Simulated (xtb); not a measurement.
xtb input:

```bash
xtb mol.xyz --gfn 1 --opt tight --chrg 0 --uhf 0
```
mol.xyz:
```
4

Ta     0.18903893     0.01764093     0.24473479
O      1.53795057    -0.80356101    -0.47784188
O     -0.63822648    -1.15055263     1.22810046
Cl    -1.23515497     0.84383067    -1.40398282
```

What final total energy does it print?

-15.67276 Eh (GFN1-xTB).
